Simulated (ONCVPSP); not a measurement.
**manganese: ONCV pseudisation with PBE, scalar-relativistic reference atom.**

Mn (Z = 25), optimised norm-conserving Vanderbilt (ONCV), made with ONCVPSP 4.0.1 (PBE, scalar-relativistic). Core [Ne], reference 3s2 3p6 3d5 4s1.75 (charge +0.25). Waves: 3s+4s: rc 1.65 bohr, ncon 3, nbas 7, qcut 9.4 1/bohr, 3 projectors, debl 3.9 Ha; 3p: rc 1.25 bohr, ncon 4, nbas 8, qcut 12.7 1/bohr, 3 projectors, debl 2.9 Ha; 3d: rc 1.45 bohr, ncon 3, nbas 7, qcut 11.2 1/bohr, 1 projector. Local part: polynomial inside 0.95 bohr (lpopt 1, dvloc0 6 Ha). Core correction: Teter function, fcfact 4.75, rcfact 1.3.

Problem. Estimate the cutoffs (Ha) at which the residual kinetic energy of the hardest occupied pseudo-wave falls to 1 and 0.1 mHa per electron.

Solution. 46 Ha and 52 Ha.

Problem. What does a ghost test show?

Solution. No bound ghost flagged; no localised positive-energy state flagged.

Problem. Which valence shell sets the plane-wave cutoff?

Solution. 3d: 46 Ha for 1 mHa per electron, against 30 Ha for 3p.

Problem. Tests: 3s2 3p6 3d5 4s2; 3s2 3p6 3d5 4s1; 3s2 3p6 3d5 4s0; 3s2 3p6 3d5.5 4s1.5. Which has the largest error in its energy relative to the reference configuration, and how large is it?

Solution. 3s2 3p6 3d5.5 4s1.5, with +0.7 meV (all-electron minus pseudo) on -1.96 eV.
